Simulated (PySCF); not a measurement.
Computed shifts of a molecule C5H7F, PySCF with PBE/pcSseg-1, GIAO, gas phase, atoms alike by connectivity averaged where their shifts nearly agree, in ppm (number of nuclei): ¹⁹F: -134.5 (1). ¹³C: 174.5 (1), 107.9 (1), 36.4 (1), 34.9 (1), 27.9 (1). ¹H: 5.27 (1), 2.84 (1), 2.80 (1), 2.60 (1), 2.45 (1), 2.16 (2). References: ¹⁹F against CFCl3 (σ = 133.6 ppm); ¹³C against TMS (σ = 182.0 ppm); ¹H against TMS (σ = 31.49 ppm), references at their B3LYP-D3(BJ)/def2-TZVP geometries, non-relativistic. Geometry optimised at ωB97X-D3(BJ)/def2-SVP. The values are those of a single conformer.

### Question
Which structure fits?
(A) FC1=CCCC1
(B) CC(C)=C=CF
(C) C[C@@H]1C=C[C@@H]1F
(D) CC1=CC[C@@H]1F

### Answer
A, FC1=CCCC1
